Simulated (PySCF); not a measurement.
**Working out the ionisation energy of Te⁺**

Te⁺ [Kr] 4d10 5s2 5p3 (4S) → Te²⁺ [Kr] 4d10 5s2 5p2 (3P). Computed with PySCF 2.14 in x2c-TZVPPall with one added diffuse shell each of s, p, d, f type (9s7p5d3f, 76 functions), with the spin-free X2C one-electron Hamiltonian (Gaussian nucleus). Frozen: [Ar] 3d10. Energies in hartree (1 hartree = 27.21139 eV):

| part | Te⁺ (lower) | Te²⁺ (upper) |
| --- | --- | --- |
| UHF | -6790.570447 | -6789.896092 |
| CCSD correlation | -0.490564 | -0.473129 |
| (T) | -0.008290 | -0.007297 |

Q: What does Hartree-Fock give?

A: (-6789.896092) − (-6790.570447) = 0.674355 hartree = 18.350 eV.

Q: What do CCSD and CCSD(T) give?

A: The CCSD correlation energies differ by 0.017435 hartree = 0.474 eV and the triples by 0.000993 hartree = 0.027 eV, so CCSD gives 18.824 eV and CCSD(T) 18.851 eV.

Reference: 18.6 ± 0.4 eV (measured; NIST Atomic Spectra Database, ionization energies), between the lowest levels; spin-orbit coupling is absent from the calculation.

What remains against the reference includes basis incompleteness, the frozen core and higher excitations.
